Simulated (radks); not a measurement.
Dipole-allowed excitations along the series with 80 electrons in [Hg]. Calculated with a radial shooting solver on a logarithmic mesh with Libxc functionals: scalar-relativistic Kohn-Sham, LDA (Slater exchange, Perdew-Wang correlation), spin-polarised, spherical densities, finite nucleus; Fermi nuclear charge, rms radius of each element as measured or else 0.836 A^(1/3) + 0.57 fm. Time-dependent linear response with the Hartree and adiabatic LDA kernel, continuum included through the Sternheimer equations, no spin-orbit coupling, so fine structure and intercombination lines are absent. Lines are the poles of the dipole polarisability below minus the highest occupied eigenvalue, found on a grid refined at the orbital gaps; the lowest seven at most are given, and weak or close lines can be missed. The first line takes the name of the lowest orbital gap if no other gap lies below it; otherwise a line is named after a gap within 0.6 % of it, if that gap stands alone.

species  -e(HOMO) (eV)  lowest orbital gap (eV)  first line (eV)      f  static alpha (bohr^3)  measured (eV)
Hg               7.122              6s-6p 5.937    6.509 (6s-6p)  0.971                  33.77              -
Tl+             16.677              6s-6p 8.237    9.353 (6s-6p)   1.31                  19.33    6s-6p 9.381
Pb2+            27.860             6s-6p 10.369   11.845 (6s-6p)   1.45                  12.95              -

Measured values: term averages from the NIST Handbook of Basic Atomic Spectroscopic Data.
